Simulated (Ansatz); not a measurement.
Geometry optimisation, UHF/def2-SVP (Ansatz 0.2.0).

input.yaml

```yaml
crystal:
  periodic: [false, false, false]
  atoms:
    - { symbol: C, position_ang: [-0.11987, -0.10767, 0.07753] }
    - { symbol: Se, position_ang: [1.18881, 1.06378, -0.76596] }
    - { symbol: H, position_ang: [0.18584, -1.13997, -0.06782] }
    - { symbol: H, position_ang: [-0.16537, 0.12227, 1.13847] }
    - { symbol: H, position_ang: [1.76673, 2.12369, -1.70591] }
magnetization:
  spin_polarized: true
  initial_magnetization: 1
basis:
  gaussian: { orbitals: def2-SVP }
hamiltonian:
  xc: hf
relax:
  f_tol: 0.02
  max_steps: 50
```

Launched with:

```bash
$ ansatz run input.yaml --threads 1 --pin off --max-ram 2048MiB --backend cpu --events-out ev --progress --plain --runs-dir out
```

**Question.** Where does it end, and by what steps?

**Answer.** The forces met the threshold. The force dipped under the threshold on the way, but the program's further checks kept it going. After 19 steps the energy has fallen by 2.904 eV; H5 moved furthest, 0.95 Å.

| step | energy less start (eV) | largest force component (eV/Å) | accepted |
| --- | --- | --- | --- |
| 0 | 0.0000 | 3.657 | yes |
| 1 | -1.0675 | 2.560 | yes |
| 2 | -1.8816 | 1.505 | yes |
| 3 | -2.4076 | 1.488 | yes |
| 4 | -2.6130 | 1.387 | yes |
| 5 | -2.7564 | 0.809 | yes |
| 6 | -2.7732 | 0.438 | yes |
| 7 | -2.8014 | 0.178 | yes |
| 8 | -2.8025 | 0.006 | yes |
| 9 | -2.8029 | 0.016 | yes |
| 10 | -2.8030 | 0.011 | yes |
| 11 | -2.8135 | 0.214 | yes |
| 12 | -2.7803 | 1.274 | no |
| 13 | -2.8352 | 0.144 | yes |
| 14 | -2.8588 | 0.217 | yes |
| 15 | -2.8725 | 0.946 | yes |
| 16 | -2.8685 | 0.398 | no |
| 17 | -2.9015 | 0.116 | yes |
| 18 | -2.9037 | 0.040 | yes |
| 19 | -2.9040 | 0.014 | yes |

```xyz
5
Properties=species:S:1:pos:R:3
C 0.166 0.110 0.130
Se 1.485 1.378 -0.299
H -0.135 -0.635 -0.592
H -0.030 -0.049 1.181
H 1.369 1.258 -1.743
```

Run time: 19 s on 1 thread of Arm Neoverse V2 (shared host), peak memory 0.22 GiB.
